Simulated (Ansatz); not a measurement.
Reaction (ligand exchange at a Ti–N bond): `[NH2][Ti]([F])([F])[F]` + H₂Se → `[F][Ti]([F])([F])[SeH]` + NH₃

Computed with Ansatz on PBE0-D4/def2-TZVP structures; ΔE is electronic, products minus reactants. CBS: MP2 limit from def2 TZ/QZ plus the TZ coupled-cluster correction, frozen cores. This one scheme is used for every species. DFT in def2-TZVPP. For Se, Ti outer-core shells are correlated without core-valence functions, which leaves a few kJ/mol of doubt a bond. Scalar relativity is left out up to krypton. One conformer a species, not always the lowest.

`[NH2][Ti]([F])([F])[F]`:

Cartesian coordinates in Å:
```
N -0.023 -0.202 -1.115
Ti 0.027 0.104 0.712
F 1.709 0.108 1.198
F -0.669 1.677 1.087
F -0.952 -1.129 1.481
H -0.804 -0.617 -1.605
H 0.712 0.059 -1.758
```

H₂Se:

Z-matrix (Å, degrees):
```
Se
H 1 1.467
H 1 1.467 2 91.2
```

`[F][Ti]([F])([F])[SeH]`:

Z-matrix (Å, degrees):
```
Ti
F 1 1.737
F 1 1.744 2 112.2
F 1 1.744 2 112.3 3 121.9
Se 1 2.410 2 105.0 3 -119.0
H 5 1.474 1 88.5 2 -179.6
```

NH₃:

```xyz
4

N    -0.116   -0.214   -0.143
H     0.058    0.586   -0.739
H    -0.714    0.102    0.611
H     0.771   -0.475    0.270
```

Task: Is it downhill or uphill in electronic energy at CCSD(T)/CBS, and by how much? (Best estimate.)

Result: Ansatz gave: Downhill: ΔE = -0.24 eV.

Task: What do these levels give: LDA (SPW92), PBE-D4, revPBE-D4, BLYP-D4, r2SCANh-D4, PBE, r2SCANh, RPA@PBE/def2-TZVPP, CCSD/def2-SVP, MP2/def2-TZVPP, HF/def2-QZVPP, HF/CBS(def2)? (Best estimate.)

Result: Ansatz gave: LDA (SPW92) -0.25, PBE-D4 -0.31, revPBE-D4 -0.29, BLYP-D4 -0.26, r2SCANh-D4 -0.29, PBE -0.30, r2SCANh -0.29, RPA@PBE/def2-TZVPP -0.25, CCSD/def2-SVP -0.01, MP2/def2-TZVPP -0.30, HF/def2-QZVPP -0.09, HF/CBS(def2) -0.09 eV.

Largest T1 diagnostic among the species: 0.024, so the coupled-cluster value is less sure than usual.

From PBE to PBE0 (25 % exact exchange), in def2-TZVPP and without D4, ΔE moves by +0.04 eV. Leaving LDA and LC-ωPBE aside and taking each functional with its dispersion term where it has one, the values, not all of them listed here, spread over 0.16 eV, from PBE-D4 to CAM-B3LYP-D4. LDA lies +0.05 eV from PBE without D4. In def2-TZVPP, CCSD(T) changes the Hartree–Fock value by −0.14 eV (the triples alone add −0.07 eV) and MP2 by −0.21 eV.
